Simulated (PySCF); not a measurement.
**Magnetisability: `InChI=1S/C7H13B/c8-7-4-5-2-1-3-6(5)7/h5-7H,1-4,8H2/t5-,6-,7+/m0/s1`**

Geometry:
| atom | x (Å) | y (Å) | z (Å) |
| --- | --- | --- | --- |
| B1 | 2.022 | 1.112 | -0.486 |
| C2 | 1.414 | -0.320 | -0.331 |
| C3 | 0.412 | -0.865 | -1.371 |
| C4 | -0.587 | -1.188 | -0.249 |
| C5 | -1.799 | -0.261 | -0.184 |
| C6 | -1.256 | 1.021 | 0.450 |
| C7 | -0.269 | 0.507 | 1.497 |
| C8 | 0.413 | -0.669 | 0.806 |
| H9 | 2.453 | 1.676 | 0.443 |
| H10 | 2.106 | 1.602 | -1.546 |
| H11 | 2.289 | -0.980 | -0.257 |
| H12 | 0.760 | -1.737 | -1.923 |
| H13 | 0.055 | -0.124 | -2.084 |
| H14 | -0.866 | -2.239 | -0.184 |
| H15 | -2.565 | -0.697 | 0.461 |
| H16 | -2.239 | -0.089 | -1.166 |
| H17 | -2.042 | 1.640 | 0.881 |
| H18 | -0.720 | 1.611 | -0.295 |
| H19 | 0.436 | 1.271 | 1.820 |
| H20 | -0.814 | 0.147 | 2.372 |
| H21 | 0.789 | -1.400 | 1.523 |

Computed with GIAO PBE/pcSseg-1 magnetisability, rotational g tensor and spin-rotation constants, non-relativistic, gas phase (PySCF 2.14.0). Geometry: GFN2-xTB.

(1) How diamagnetic is it, and how anisotropic?

(2) Split it along the inertial axes a, b, c into diamagnetic and paramagnetic parts about the centre of mass, with the quadrupole moment.

(3) And the rotational g tensor?

Answers

(1) Isotropic -1238 × 10⁻³⁰ J/T², or -74.5 × 10⁻⁶ cm³/mol; principal values -1464, -1179, -1070 × 10⁻³⁰ J/T², anisotropy 352 × 10⁻³⁰ J/T² (root of half the summed squared differences of the principal values). The susceptibility is in cgs units.

(2) 
| axis | χ (10⁻⁶ cm³/mol) | diamagnetic (10⁻⁶ cm³/mol) | paramagnetic (10⁻⁶ cm³/mol) | summed x² of all electrons (Å²) | quadrupole Θ (D Å) |
| --- | --- | --- | --- | --- | --- |
| a | -88.1 | -540.5 | 452.4 | 117.0 | +0.57 |
| b | -70.2 | -697.2 | 626.9 | 80.0 | -1.08 |
| c | -65.3 | -835.9 | 770.6 | 47.4 | +0.51 |

Anisotropies 2χaa − χbb − χcc = -40.6 and 2χbb − χaa − χcc = +12.9 × 10⁻⁶ cm³/mol. Θ is traceless in Buckingham's convention.

(3) 
```tsv
axis	rotational constant (GHz)	g	nuclear part	electronic part
a	3.0529	-0.0079	0.6410	-0.6489
b	2.1505	-0.0226	0.6108	-0.6334
c	1.7333	-0.0230	0.6045	-0.6275
```
Asymmetric top; isotopes 11B, 12C, 1H; no vibrational averaging.
